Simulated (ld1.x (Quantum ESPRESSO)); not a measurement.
**Pseudopotential generation for holmium (Ho): ultrasoft, revPBE, scalar-relativistic.**

```
Element                 : Ho (Z = 67)
Generator               : ld1.x (Quantum ESPRESSO) 7.5
Type                    : ultrasoft
Functional              : revPBE
Relativity              : scalar-relativistic
Frozen core             : [Kr]
Valence charge          : 31
Reference configuration : 4d10 4f11 5s2 5p6 5d0 6s0 6p0 (charge +2)
Partial waves           : 5s (bound): rcut 1.70, rcutus 1.85 bohr; 6s (bound, empty): rcut 1.70, rcutus 1.85 bohr; 5p (bound): rcut 2.20, rcutus 2.80 bohr; 6p (bound, empty): rcut 2.20, rcutus 2.80 bohr; 4d (bound): rcut 0.80, rcutus 0.95 bohr; 5d (bound, empty): rcut 0.80, rcutus 0.95 bohr; 4f (bound): rcut 1.10, rcutus 1.25 bohr; 4f channel at -0.8 Ry: rcut 1.10, rcutus 1.25 bohr
Local potential         : all-electron potential smoothed inside 2.20 bohr (lloc = -2)
Core correction         : a·sin(br)/r model core inside 0.60 bohr
Augmentation charge     : PSQ, radius 0.80 bohr
```

All-electron outer shells of the reference configuration (revPBE, scalar-relativistic, ld1.x):

| shell | level (eV) | outermost node (bohr) | outermost maximum (bohr) |
| --- | --- | --- | --- |
| 4s | -423.62 | 0.27 | 0.48 |
| 4p | -317.06 | 0.27 | 0.51 |
| 4d | -173.22 | 0.25 | 0.53 |
| 5s | -64.61 | 0.61 | 1.14 |
| 5p | -40.03 | 0.66 | 1.29 |
| 4f | -17.20 | – | 0.53 |
| 6s | -14.70 | 1.53 | 3.03 |
| 5d | -13.45 | 0.75 | 1.91 |
| 6p | -10.34 | 1.83 | 3.74 |

Results:

- Cutoffs needed: 200 Ry and 300 Ry (the cutoffs (Ry, on a coarse ladder) from which the occupation-weighted sum of valence levels, in a spherical-Bessel basis at the reference potential, stays within 10 and 1 mRy of its value at 400 Ry)
- Ghost test: no extra level below or beside the all-electron valence levels (s, p, d, f tested) (spherical-Bessel basis up to 400 Ry, 20 bohr box)
- Configuration tests: test run stopped at test 1 of 7 (negative rho)
- Lowest eigenvalue of the overlap operator: 0.10 (p channel)
- Density cutoff estimated by the generator: 835 Ry

Generation and tests took about 1.6 s on one core of a shared server CPU.
